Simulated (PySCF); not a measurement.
**Radial density of Sc⁺ (scandium, charge +1)**

UHF, [Ar] 3d1 4s1, high-spin 3D determinant. Computed with PySCF 2.14 in aug-cc-pVDZ-DK (7s6p4d2f, 59 functions), with the spin-free X2C one-electron Hamiltonian (Gaussian nucleus).

| r (bohr) | 4πr²ρ (e/bohr) | 4πr²(ρα − ρβ) |
| --- | --- | --- |
| 0.00131 | 0.1678 | 0.0001 |
| 0.00220 | 0.4305 | 0.0002 |
| 0.00370 | 1.081 | 0.0004 |
| 0.00622 | 2.618 | 0.0011 |
| 0.0105 | 5.953 | 0.0024 |
| 0.0176 | 12.10 | 0.0047 |
| 0.0296 | 20.30 | 0.0072 |
| 0.0498 | 24.88 | 0.0061 |
| 0.0838 | 20.56 | -0.0007 |
| 0.141 | 19.41 | 0.0065 |
| 0.237 | 26.40 | 0.0440 |
| 0.399 | 14.84 | 0.1277 |
| 0.671 | 7.089 | 0.4405 |
| 1.13 | 8.072 | 0.5825 |
| 1.90 | 2.020 | 0.4977 |
| 3.19 | 0.4742 | 0.4431 |
| 5.37 | 0.08813 | 0.0881 |
| 9.03 | 0.0007122 | 0.0007 |

Densities and radii are taken from the X2C orbitals without a picture-change correction, which distorts them close to the nucleus.
